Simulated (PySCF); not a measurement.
**SMILES C1=C(C#CC=C)C=CN=C1, C$_{9}$H$_{7}$N**

Geometry:
```json
{"atom": "C1", "x (Å)": "1.809", "y (Å)": "-0.484", "z (Å)": "-3.370"}
{"atom": "C2", "x (Å)": "1.556", "y (Å)": "-1.233", "z (Å)": "-2.301"}
{"atom": "C3", "x (Å)": "0.893", "y (Å)": "-0.755", "z (Å)": "-1.156"}
{"atom": "C4", "x (Å)": "0.323", "y (Å)": "-0.365", "z (Å)": "-0.165"}
{"atom": "C5", "x (Å)": "-0.348", "y (Å)": "0.090", "z (Å)": "0.990"}
{"atom": "C6", "x (Å)": "-0.260", "y (Å)": "1.424", "z (Å)": "1.398"}
{"atom": "C7", "x (Å)": "-0.940", "y (Å)": "1.807", "z (Å)": "2.540"}
{"atom": "N8", "x (Å)": "-1.676", "y (Å)": "0.982", "z (Å)": "3.268"}
{"atom": "C9", "x (Å)": "-1.761", "y (Å)": "-0.280", "z (Å)": "2.879"}
{"atom": "C10", "x (Å)": "-1.122", "y (Å)": "-0.783", "z (Å)": "1.760"}
{"atom": "H11", "x (Å)": "2.313", "y (Å)": "-0.887", "z (Å)": "-4.232"}
{"atom": "H12", "x (Å)": "1.513", "y (Å)": "0.551", "z (Å)": "-3.417"}
{"atom": "H13", "x (Å)": "1.851", "y (Å)": "-2.275", "z (Å)": "-2.264"}
{"atom": "H14", "x (Å)": "0.329", "y (Å)": "2.131", "z (Å)": "0.834"}
{"atom": "H15", "x (Å)": "-0.897", "y (Å)": "2.829", "z (Å)": "2.895"}
{"atom": "H16", "x (Å)": "-2.373", "y (Å)": "-0.919", "z (Å)": "3.502"}
{"atom": "H17", "x (Å)": "-1.217", "y (Å)": "-1.821", "z (Å)": "1.480"}
```

Computed with TDDFT CAM-B3LYP/def2-SVP excited states, vertical, IEF-PCM dimethylsulfoxide (non-equilibrium response) in PySCF 2.14.0. Geometry: GFN2-xTB.

(1) Give the one- and two-photon strengths of the lowest singlets.

Results:

(1) δ for parallel linear polarisation; σ at the peak of a Lorentzian of half width 0.1 eV, single beam; Ω is circular over linear.
```csv
state,E (eV),f,photon λ (nm),δ (au),σ (GM),Ω,main
S1,4.65,0.707,533,485,3.84,0.74,HOMO→LUMO 0.92
S2,4.88,0.004,508,8.07,0.07,1.49,"HOMO−2→LUMO 0.45, HOMO−1→LUMO 0.38"
S3,4.92,0.021,504,117,1.03,0.64,HOMO−3→LUMO 0.87
S4,5.26,0.042,471,163,1.65,1.49,"HOMO−1→LUMO 0.37, HOMO−2→LUMO 0.31"
S5,5.60,0.000,443,0.75,0.01,1.03,"HOMO−2→LUMO+1 0.55, HOMO−1→LUMO+1 0.45"
```

Among these, the strongest one-photon state is S1, the strongest two-photon state S1, with a dipole change of 3.0 D (relaxed, norm of the difference vector).
